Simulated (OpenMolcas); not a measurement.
Computed levels of 4s2 4p in ions with 31 electrons, in cm-1 above 2P* 1/2.

```yaml
Program: OpenMolcas 26.06
Method: XMS-RASPT2, IPEA 0.25 Eh, imaginary shift 0.1 Eh
Basis: ANO-RCC-VTZP
Scalar_Hamiltonian: DKH2, point nucleus
Spin-orbit_coupling: state interaction with AMFI integrals over the reference wave functions, term energies averaged over their components
```

Active space for each ion: 3 electrons in 9 orbitals (RAS2 4s 4p; RAS3 4d, at most 2 electrons); closed shells correlated by CASPT2: 3d.

```tsv
Level	As2+	Br4+	Kr5+
2P* 3/2	2650	5530	7350
```

Task: Estimate 2P* 3/2 for Se3+ from its neighbours As2+ and Br4+.

Result: 2P* 3/2 is fine structure, which grows about as the fourth power of a screened charge, so the fourth roots are averaged: ((2650^0.25 + 5530^0.25) / 2)^4 = 3893. The calculation gives 3930, so the estimate is off by -0.9 %; the measured value is 4376 (Moore, Atomic Energy Levels, vol. II, NSRDS-NBS 35 (1971 reprint of NBS Circular 467, 1952)).

CASPT2 does not keep the components of a term degenerate, so their means are used; among the terms shown or strongly mixed into the levels shown the widest spread is 14 cm-1 (4s2 4p 2P*, As2+). Active for correlation alone: 4d; no level in the range computed is led by a configuration that fills it, so any true level of that kind is missing. Computed and measured levels are paired by configuration, term and J; levels that our copy of the source lacks, or whose pairing is in doubt (as where it misses far off the trend of its configuration), stay unpaired and out of the deviations. Only configurations of the active space appear.

* marks odd parity.
